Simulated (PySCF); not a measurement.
hexanethiol (C6H14S), SMILES C(C)CCCCS. The structure is a stationary point at B3LYP-D3(BJ)/def2-SVP. One conformer was computed; it need not be the lowest.

Computed equilibrium geometry at B3LYP-D3(BJ)/def2-SVP (PySCF confirms it by a frequency run) as a Z-matrix, and its point group (one conformer of several):
point group Cs.
```
C
H 1 1.1054
H 1 1.1054 2 105.84
C 1 1.5289 2 109.31 3 117.63
H 4 1.1056 1 109.27 2 64.69
H 4 1.1056 5 105.70 1 -117.47
C 4 1.5296 5 109.30 6 -117.53
H 7 1.1051 4 109.12 5 -179.91
H 7 1.1051 8 105.73 4 -117.24
C 7 1.5278 8 109.62 9 -118.09
H 10 1.1015 7 111.67 8 57.82
H 10 1.1028 11 107.63 7 -122.31
H 10 1.1028 11 107.63 12 -115.38
C 1 1.5298 2 109.36 3 -117.71
H 14 1.1043 1 109.62 2 179.65
H 14 1.1043 15 106.19 1 -118.33
C 14 1.5259 15 109.24 16 -117.70
H 17 1.1013 14 110.26 15 -62.53
H 17 1.1013 18 108.01 14 120.54
S 17 1.8402 18 109.31 19 118.84
H 20 1.3527 17 96.78 18 -59.01
```
Charge 0, spin multiplicity 1.
